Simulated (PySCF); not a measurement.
Cost of one run: spin–spin coupling job, `BCBC(C)C`.

Method: B3LYP/pcJ-1 indirect spin-spin coupling, non-relativistic, gas phase (PySCF 2.14.0, density-fitted response routines). Geometry: GFN2-xTB. Work: spin–spin couplings from 18 perturbed nuclei, spin–dipole term for 2 of them, density fitting. A driver script takes a list of jobs; this job's settings line and coordinates (Å) are shown.

Command:
```bash
OMP_NUM_THREADS=1 python probes_run.py task.json out
```

Input:
```
{"job": {"kind": "j", "xc": "B3LYP", "basis": "pcJ-1"}, "charge": 0, "multiplicity": 1}
B      2.626603     0.208859    -0.545580
C      1.717252    -0.145189     0.677902
B      0.462324    -0.902467     0.100752
C     -0.858648    -0.157724    -0.362060
C     -2.122793    -0.823804     0.206298
C     -0.915545     1.349584    -0.100198
H      3.419852    -0.558001    -0.935256
H      2.509534     1.235090    -1.096670
H      1.409119     0.754936     1.206028
H      2.245198    -0.807424     1.362961
H      0.507063    -2.068476    -0.025395
H     -0.898331    -0.296652    -1.453759
H     -2.140746    -1.884535    -0.031361
H     -3.019833    -0.361838    -0.203397
H     -2.150243    -0.716878     1.289010
H     -1.818307     1.781309    -0.530457
H     -0.056665     1.849341    -0.539792
H     -0.924594     1.550188     0.969317
```

Hardware: Intel Xeon Platinum 8259CL at 2.50 GHz, one thread, shared host with 96 logical CPUs at a one-minute load of 45. PySCF's memory limit was set to 1040 MB.

Problem. How large is the basis?

Solution. 282 functions for 46 electrons, with 1014 fitting functions; the fitted three-index integrals, 1014 × 282 × 283/2 numbers of 8 bytes, come to 310 MiB.

Problem. Estimate the wall time.

Solution. About 77 s. The SCF took 12 cycles.

Problem. How much memory does it need at the peak?

Solution. About 1.1 GiB. Peak memory is the resident size of the whole Python process, interpreter and libraries included.

The SCF part of the output:
```
coarse grid: 13960 points
cycle   1  E = -209.2310349605  dE =  1.599e-01  |g| = 5.440e-01  |ddm| = 3.120e+00
cycle   2  E = -209.1960218094  dE =  3.501e-02  |g| = 6.561e-01  |ddm| = 9.787e-01
cycle   3  E = -209.3093029378  dE = -1.133e-01  |g| = 4.439e-02  |ddm| = 5.797e-01
cycle   4  E = -209.3096970885  dE = -3.942e-04  |g| = 2.189e-02  |ddm| = 6.347e-02
cycle   5  E = -209.3098166017  dE = -1.195e-04  |g| = 5.603e-03  |ddm| = 2.240e-02
cycle   6  E = -209.3098240589  dE = -7.457e-06  |g| = 1.217e-03  |ddm| = 5.395e-03
final grid: 131712 points
cycle   7  E = -209.3551832360  dE = -1.288e-04  |g| = 7.947e-03  |ddm| = 3.204e-02
cycle   8  E = -209.3551748992  dE =  8.337e-06  |g| = 9.744e-03  |ddm| = 1.290e-02
cycle   9  E = -209.3551985920  dE = -2.369e-05  |g| = 3.833e-04  |ddm| = 7.274e-03
cycle  10  E = -209.3551986137  dE = -2.175e-08  |g| = 2.127e-04  |ddm| = 5.667e-04
cycle  11  E = -209.3551986248  dE = -1.110e-08  |g| = 4.812e-05  |ddm| = 2.223e-04
cycle  12  E = -209.3551986254  dE = -5.645e-10  |g| = 8.552e-06  |ddm| = 4.642e-05
converged SCF energy = -209.3551986254
```

On the final grid dE counts from the start density on that grid.

The host was shared with other jobs, so the times are rough.
